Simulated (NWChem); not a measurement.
System: hydrogen selenide (H₂Se); SMILES [SeH2]

The following NWChem deck was run.

```
start job
memory heap 200 mb stack 900 mb global 1100 mb
geometry units angstroms noautosym nocenter noautoz
  Se     0.000000     0.000000     0.082019
  H      1.053845     0.000000    -0.961689
  H     -1.053845     0.000000    -0.961689
end
basis spherical
  Se library aug-cc-pvtz
  H library aug-cc-pvtz
end
dft
  xc xpbe96 cpbe96
  iterations 150
end
property
  response 1 0.0
end
task dft property
```

Coordinates come from a PBE-D3(BJ)/def2-SVP optimisation.

Static field.

Problem. Give the results of this calculation. (PBE/aug-cc-pVTZ.) Quantities: basis functions; isotropic polarisability (bohr³); anisotropy (bohr³).

Solution. 
| Property | Result |
|---|---|
| number of basis functions | 105 |
| isotropic polarisability (bohr³) | 32.6 |
| anisotropy (bohr³) | 1.5 |
